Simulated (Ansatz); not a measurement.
Gas-phase electronic energies from Ansatz, PBE0-D4/def2-TZVP geometries. CBS: MP2 limit from def2 TZ/QZ plus the TZ coupled-cluster correction, frozen cores. Functionals use def2-TZVPP. For Ge outer-core shells are correlated without core-valence functions, which leaves a few kJ/mol of doubt a bond. Scalar relativity is left out up to krypton. One conformer a species, not always the lowest.

`O[SiH2]O[SiH](O)O` + `[NH2][GeH3]` → `O[SiH](O)[NH][GeH3]` + `O[SiH2]O`  (ligand exchange at the Si–O bond)

Q: Is it downhill or uphill in electronic energy at CCSD(T)/CBS, and by how much? (Estimate.)

A: Ansatz gave: Uphill: ΔE = +0.56 eV.

Q: What do these levels give: r2SCAN-D4, ωB97X-V, ωB97M-V, B2PLYP, r2SCAN, HF/def2-TZVPP, MP2/def2-TZVPP, SCS-MP2/def2-TZVPP, CCSD/def2-TZVPP, MP2/def2-QZVPP, MP2/CBS(def2), CCSD/CBS(def2)? (Estimate.)

A: Ansatz gave: r2SCAN-D4 0.58, ωB97X-V 0.57, ωB97M-V 0.56, B2PLYP 0.58, r2SCAN 0.58, HF/def2-TZVPP 0.65, MP2/def2-TZVPP 0.54, SCS-MP2/def2-TZVPP 0.56, CCSD/def2-TZVPP 0.57, MP2/def2-QZVPP 0.55, MP2/CBS(def2) 0.55, CCSD/CBS(def2) 0.57 eV.

Largest T1 diagnostic among the species: 0.012.

In def2-TZVPP, CCSD(T) changes the Hartree–Fock value by −0.09 eV (the triples alone add −0.01 eV) and MP2 by −0.10 eV.
